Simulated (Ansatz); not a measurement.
Sn2Cl4, relaxed as a singlet with RKS PBE-D4/def2-SVP in Ansatz, starting from the GFN1-xTB geometry. Force threshold 0.02 eV/Å.

In the def2 sets Sn takes a core potential; there is no spin–orbit coupling. The structure comes from a short search, and lower isomers may exist.

Start:

Cartesian coordinates in Å:
```
Sn 1.8973 0.8444 -0.1465
Sn -1.1511 -0.4853 -0.4050
Cl 1.1162 -1.4623 0.4938
Cl -2.3131 -1.1092 1.6411
Cl -0.2922 1.7241 0.7253
Cl 0.7429 0.4884 -2.3088
```

Q: Estimate the energy that the relaxation releases and the steps that it takes.

A: 34.7 kJ/mol, in 7 steps; 7 s on 4 threads of Arm Neoverse V2 on a shared host. No frequencies were taken in this run, so the end may be a saddle point.

Q: Does the start keep its bonding?

A: By distances, no bond broke or formed. The bond that changes most is Sn1–Cl5, from 2.52 to 2.63 Å (atoms count from 1).

Q: Predict the relaxed structure.

A: 
```
atom   x (Å)   y (Å)   z (Å)
 Sn1   2.002   0.892  -0.226
 Sn2  -1.378  -0.587  -0.255
 Cl3   1.081  -1.473   0.453
 Cl4  -2.448  -1.197   1.826
 Cl5  -0.320   1.725   0.675
 Cl6   1.065   0.639  -2.474
```
Bond lengths (bridged metal pairs left out): 6 × Cl–Sn 2.42 to 2.71 Å.
